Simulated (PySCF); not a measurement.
# LaF₃: from structure and modes to constants

Computed with PySCF, PBE, basis La def2-TZVP with ECP46, F def2-TZVP (scalar-relativistic core potentials, no spin–orbit coupling, density fitting).

The singlet minimum has C3v symmetry. Masses (u): La 138.90635, F 18.99840.

```xyz
4
charge 0 multiplicity 1, angstrom
La    0.0000    0.0000   -0.1374
F     2.0878    0.0000    0.4047
F    -1.0439    1.8081    0.4047
F    -1.0439   -1.8081    0.4047
```

Harmonic wavenumbers (cm⁻¹): 77.1 (a1, ×1), 130.9 (e, ×2), 509.9 (e, ×2), 522.1 (a1, ×1).

Q: Find the principal moments of inertia and the rotational constants. What kind of rotor is it?

A: About the centre of mass I = 136.09, 136.09, 248.43 u Å². With B = 16.8576/I this gives 0.1239, 0.1239, 0.06786 cm⁻¹. The molecule is an oblate symmetric top.

Q: Find the vibrational entropy and heat capacity at 298.15 K.

A: With u = 1.43878 ω/T, each mode gives S = R[u/(eᵘ−1) − ln(1−e⁻ᵘ)] and C = R u² eᵘ/(eᵘ−1)².
| ω (cm⁻¹) | u | S (J/(mol K)) | C (J/(mol K)) |
| --- | --- | --- | --- |
| 77.1 | 0.372 | 16.58 | 8.22 |
| 130.9 (×2) | 0.632 | 12.27 | 8.04 |
| 509.9 (×2) | 2.461 | 2.65 | 5.14 |
| 522.1 | 2.519 | 2.53 | 5.03 |
The sums over all modes are S = 49.0 and C = 39.6 J/(mol K); the softest mode gives 34 % of the entropy (each member, where degenerate).

Only a few start shapes were tried, so a lower isomer may exist.
